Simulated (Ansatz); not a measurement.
Relaxation of ClF2H6NSi (11 atoms, charge 0, multiplicity 1), to a largest force component of 0.03 eV/Å in at most 50 steps.

Theory: RKS BLYP-D4/cc-pVDZ in Ansatz.

```xyz
11
Properties=species:S:1:pos:R:3
Si -1.253 -0.504 -0.278
Cl 2.155 -0.803 -0.607
H -0.778 -1.905 -0.455
H -2.738 -0.384 -0.108
N -0.822 0.476 -1.642
H 1.028 0.618 2.466
F -0.629 0.020 1.199
H 2.190 -0.177 0.556
F 1.940 0.740 2.508
H 0.166 0.520 -1.911
H -1.260 1.399 -1.729
```

Task: Where does it end, and by what steps?

Result: It converged. After 8 steps the energy has fallen by 0.368 eV; H6 moved furthest, 0.80 Å.

```csv
step,energy less start (eV),largest force component (eV/Å),accepted
0,0.0000,1.467,yes
1,-0.1590,0.574,yes
2,-0.2510,0.501,yes
3,-0.3151,0.388,yes
4,-0.3463,0.261,yes
5,-0.3481,0.462,yes
6,-0.3644,0.200,yes
7,-0.3673,0.058,yes
8,-0.3684,0.024,yes
```

```xyz
11
Properties=species:S:1:pos:R:3
Si -1.342 -0.482 -0.108
Cl 2.621 -0.475 -0.746
H -0.894 -1.902 -0.198
H -2.818 -0.254 -0.079
N -0.626 0.444 -1.368
H 0.637 0.373 1.808
F -0.854 0.006 1.473
H 2.236 0.001 0.450
F 1.586 0.562 1.864
H 0.375 0.315 -1.566
H -0.922 1.411 -1.529
```

Time of the run: 15 s on 2 threads of Intel(R) Xeon(R) Platinum 8488C (Sapphire Rapids) (shared host), peak memory 0.17 GiB.
